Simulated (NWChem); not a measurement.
Everything below was run with NWChem. System: FGeI, charge 0, spin multiplicity 1, at a geometry optimised with PBE/def2-SVP with def2 effective core potentials on I. The structure started from a generated list of species. Level: RHF/def2-TZVPP with def2 effective core potentials on I.

Job file:

```
start mol
memory heap 200 mb stack 900 mb global 1100 mb
geometry units angstroms nocenter noautoz
  Ge    -1.023680    -1.009930     0.000000
  F      0.126862    -2.358953     0.000000
  I      0.596528     1.010346     0.000000
  symmetry group Cs
end
basis spherical
  * library def2-tzvpp
end
ecp
  I library def2-ecp
end
scf
  rhf
  nopen 0
  maxiter 100
  thresh 1e-7
  semidirect memsize 60000000 filesize 0
end
task scf energy
```

Part of the output:

```
             Northwest Computational Chemistry Package (NWChem) 7.3.0
             --------------------------------------------------------

                                NWChem Input Module
                                -------------------

 Scaling coordinates for geometry "geometry" by  1.889725989
 (inverse scale =  0.529177249)

 Turning off AUTOSYM since
 SYMMETRY directive was detected!

                             Geometry "geometry" -> ""
                             -------------------------

 Output coordinates in angstroms (scale by  1.889725989 to convert to a.u.)

  No.       Tag          Charge          X              Y              Z
 ---- ---------------- ---------- -------------- -------------- --------------
    1 Ge                  32.0000    -1.02368000    -1.00993000     0.00000000
    2 F                    9.0000     0.12686200    -2.35895300     0.00000000
    3 I                   53.0000     0.59652800     1.01034600     0.00000000

 Effective nuclear repulsion energy (a.u.)     506.7143158615

            Nuclear Dipole moment (a.u.)
            ----------------------------
        X                 Y               Z
 ---------------- ---------------- ----------------
    -0.0000340151     0.0000018897     0.0000000000

      Symmetry information
      --------------------

 Group name             Cs
 Group number              2
 Group order               2
 No. of unique centers     3

      Symmetry unique atoms

     1    2    3


 Summary of "ao basis" -> "" (spherical)
 ------------------------------------------------------------------------------
       Tag                 Description            Shells   Functions and Types
 ---------------- ------------------------------  ------  ---------------------
 *                         def2-tzvpp                 on all atoms

 Summary of "ao basis" -> "ao basis" (spherical)
 ------------------------------------------------------------------------------
       Tag                 Description            Shells   Functions and Types
 ---------------- ------------------------------  ------  ---------------------
 Ge                        def2-tzvpp               16       48   6s5p4d1f
 F                         def2-tzvpp               11       31   5s3p2d1f
 I                         def2-tzvpp               16       50   6s5p3d2f

                                 NWChem SCF Module
                                 -----------------

  ao basis        = "ao basis"
  functions       =   129
  atoms           =     3
  closed shells   =    33
  open shells     =     0
  charge          =   0.00
  wavefunction    = RHF
  use symmetry    = T
  symmetry adapt  = T

 Summary of "ao basis" -> "ao basis" (spherical)
 ------------------------------------------------------------------------------
       Tag                 Description            Shells   Functions and Types
 ---------------- ------------------------------  ------  ---------------------
 Ge                        def2-tzvpp               16       48   6s5p4d1f
 F                         def2-tzvpp               11       31   5s3p2d1f
 I                         def2-tzvpp               16       50   6s5p3d2f

      Symmetry analysis of basis
      --------------------------

        a'         86
        a"         43

 Forming initial guess at       0.1s

      Superposition of Atomic Density Guess
      -------------------------------------

 Sum of atomic energies:       -2521.88597229

      Non-variational initial energy
      ------------------------------

 Total energy =   -2471.439861
 1-e energy   =   -4119.982774
 2-e energy   =    1364.115683
 HOMO         =      -0.289647
 LUMO         =      -0.048318

      Symmetry analysis of molecular orbitals - initial
      -------------------------------------------------

  Numbering of irreducible representations:

     1 a'          2 a"

  Orbital symmetries:

     1 a'          2 a'          3 a'          4 a'          5 a"
     6 a'          7 a'          8 a'          9 a'         10 a'
    11 a"         12 a'         13 a'         14 a"         15 a'
    16 a'         17 a"         18 a'         19 a"         20 a'
    21 a'         22 a"         23 a'         24 a"         25 a'
    26 a'         27 a'         28 a'         29 a"         30 a'
    31 a"         32 a'         33 a'         34 a"         35 a'
    36 a'         37 a'         38 a'         39 a"         40 a'
    41 a"         42 a"         43 a'

 Starting SCF solution at       4.0s

 ----------------------------------------------
         Quadratically convergent ROHF

 Convergence threshold     :          1.000E-07
 Maximum no. of iterations :          100
 Final Fock-matrix accuracy:          1.000E-09
 ----------------------------------------------

              iter       energy          gnorm     gmax       time
             ----- ------------------- --------- --------- --------
                 1    -2471.5207769291  1.05D+00  2.28D-01      4.1
                 2    -2471.5845841242  2.64D-01  7.04D-02      4.3
                 3    -2471.5903953186  1.04D-02  3.03D-03      4.7
                 4    -2471.5904189984  6.44D-05  2.82D-05      5.3
                 5    -2471.5904189995  7.32D-09  1.63D-09      6.3

       Final RHF  results
       ------------------

         Total SCF energy =  -2471.590418999532
      One-electron energy =  -4119.652927529694
      Two-electron energy =   1363.635277798591
 Nuclear repulsion energy =    284.427230731572

        Time for solution =      2.3s

       Symmetry analysis of molecular orbitals - final
       -----------------------------------------------

  Numbering of irreducible representations:

     1 a'          2 a"

  Orbital symmetries:

     1 a'          2 a'          3 a"          4 a'          5 a'
     6 a'          7 a'          8 a'          9 a'         10 a"
    11 a'         12 a"         13 a'         14 a'         15 a'
    16 a"         17 a'         18 a"         19 a'         20 a'
    21 a"         22 a'         23 a"         24 a'         25 a'
    26 a'         27 a'         28 a'         29 a"         30 a'
    31 a'         32 a"         33 a'         34 a"         35 a'
    36 a'         37 a'         38 a"         39 a'         40 a'
    41 a"         42 a"         43 a'

             Final eigenvalues
             -----------------

              1
    1 -405.3168
    2  -52.2208
    3  -46.3080
    4  -46.3071
    5  -46.3064
    6  -26.2715
    7   -7.7310
    8   -7.2641
    9   -5.5818
   10   -5.5784
   11   -5.5771
   12   -5.2385
   13   -5.2348
   14   -5.2324
   15   -2.2770
   16   -2.2754
   17   -2.2740
   18   -2.2701
   19   -2.2700
   20   -1.7189
   21   -1.7117
   22   -1.7103
   23   -1.7087
   24   -1.7042
   25   -1.5417
   26   -0.8952
   27   -0.7236
   28   -0.6386
   29   -0.6311
   30   -0.5373
   31   -0.3845
   32   -0.3836
   33   -0.3666
   34   -0.0050
   35    0.0762
   36    0.1068
   37    0.2327
   38    0.2597
   39    0.2695
   40    0.2777
   41    0.2885
   42    0.3047
   43    0.3198

                       ROHF Final Molecular Orbital Analysis
                       -------------------------------------

 Vector   31  Occ=2.000000D+00  E=-3.844644D-01  Symmetry=a'
              MO Center=  2.2D-01,  6.6D-01, -4.6D-13, r^2= 3.1D+00
   Bfn.  Coefficient  Atom+Function         Bfn.  Coefficient  Atom+Function
  ----- ------------  ---------------      ----- ------------  ---------------
    96      0.492427  3 I  py                90     -0.382015  3 I  py
    93      0.289081  3 I  py                99      0.211366  3 I  py
     6      0.200248  1 Ge s                 95     -0.190721  3 I  px
    16     -0.165737  1 Ge px                89      0.154873  3 I  px

 Vector   32  Occ=2.000000D+00  E=-3.835916D-01  Symmetry=a"
              MO Center=  4.8D-01,  8.7D-01,  6.2D-14, r^2= 2.3D+00
   Bfn.  Coefficient  Atom+Function         Bfn.  Coefficient  Atom+Function
  ----- ------------  ---------------      ----- ------------  ---------------
    97      0.546277  3 I  pz                91     -0.432182  3 I  pz
    94      0.330458  3 I  pz               100      0.258697  3 I  pz

 Vector   33  Occ=2.000000D+00  E=-3.665987D-01  Symmetry=a'
              MO Center= -1.5D-01,  1.6D-01,  4.5D-13, r^2= 4.2D+00
   Bfn.  Coefficient  Atom+Function         Bfn.  Coefficient  Atom+Function
  ----- ------------  ---------------      ----- ------------  ---------------
    95      0.467201  3 I  px                89     -0.366827  3 I  px
     6      0.362900  1 Ge s                 92      0.280281  3 I  px
     5      0.266002  1 Ge s                 98      0.221204  3 I  px
    16     -0.215314  1 Ge px                19     -0.163376  1 Ge px

 Vector   34  Occ=0.000000D+00  E=-5.026475D-03  Symmetry=a"
              MO Center= -9.9D-01, -8.2D-01,  2.0D-12, r^2= 3.6D+00
   Bfn.  Coefficient  Atom+Function         Bfn.  Coefficient  Atom+Function
  ----- ------------  ---------------      ----- ------------  ---------------
    21      0.763996  1 Ge pz                18      0.375974  1 Ge pz
    12     -0.176997  1 Ge pz               100     -0.172051  3 I  pz
    97     -0.160476  3 I  pz

 Vector   35  Occ=0.000000D+00  E= 7.622904D-02  Symmetry=a'
              MO Center= -5.2D-01, -2.7D-01,  4.9D-14, r^2= 6.8D+00
   Bfn.  Coefficient  Atom+Function         Bfn.  Coefficient  Atom+Function
  ----- ------------  ---------------      ----- ------------  ---------------
    20      0.952895  1 Ge py                85     -0.788036  3 I  s
    19      0.679529  1 Ge px                99      0.656505  3 I  py
     6      0.628205  1 Ge s                 98      0.538476  3 I  px
    17      0.264803  1 Ge py                95      0.184565  3 I  px
    82      0.169814  3 I  s                 96      0.167970  3 I  py

 Vector   36  Occ=0.000000D+00  E= 1.067969D-01  Symmetry=a'
              MO Center= -9.6D-01, -7.0D-01,  4.2D-13, r^2= 4.6D+00
   Bfn.  Coefficient  Atom+Function         Bfn.  Coefficient  Atom+Function
  ----- ------------  ---------------      ----- ------------  ---------------
    19      0.795344  1 Ge px                20     -0.685967  1 Ge py
    53     -0.589412  2 F  s                  6      0.568709  1 Ge s
    99      0.291582  3 I  py                16      0.207860  1 Ge px
    61     -0.201760  2 F  py                60      0.156593  2 F  px

 center of mass
 --------------
 x =   0.02095392 y =   0.07514379 z =   0.00000000

 moments of inertia (a.u.)
 ------------------
        1108.133842067237        -525.390031451271           0.000000000000
        -525.390031451271         438.883734846652           0.000000000000
           0.000000000000           0.000000000000        1547.017576913889

  Mulliken analysis of the total density
  --------------------------------------

    Atom       Charge   Shell Charges
 -----------   ------   -------------------------------------------------------
    1 Ge  32    31.19   2.00  2.00  1.17  0.78  1.07  0.80  5.98  4.40  1.59  0.74  0.41  8.93  1.08  0.07  0.11  0.05
    2 F    9     9.48   0.77  1.20  0.60  1.01  0.36  2.23  2.27  1.04  0.00  0.01  0.00
    3 I   25    25.33   0.19 -0.77  1.58  1.01  1.07  0.88 -0.49  6.45  1.32  2.96  1.09  9.23  0.76  0.05  0.00  0.00

       Multipole analysis of the density wrt the origin
       ------------------------------------------------

     L   x y z        total         open         nuclear
     -   - - -        -----         ----         -------
     0   0 0 0     -0.000000      0.000000     66.000000

     1   1 0 0     -0.958771      0.000000    -31.563719
     1   0 1 0      0.041970      0.000000    -53.459757
     1   0 0 1     -0.000000      0.000000      0.000000

     2   2 0 0    -35.849712      0.000000    152.036102
     2   1 1 0      2.748039      0.000000    162.330524
     2   1 0 1      0.000000      0.000000      0.000000
     2   0 2 0    -40.404607      0.000000    386.534089
     2   0 1 1     -0.000000      0.000000      0.000000
     2   0 0 2    -34.728402      0.000000      0.000000

 Task  times  cpu:        6.3s     wall:        6.3s

 Total times  cpu:        6.3s     wall:        6.3s
```
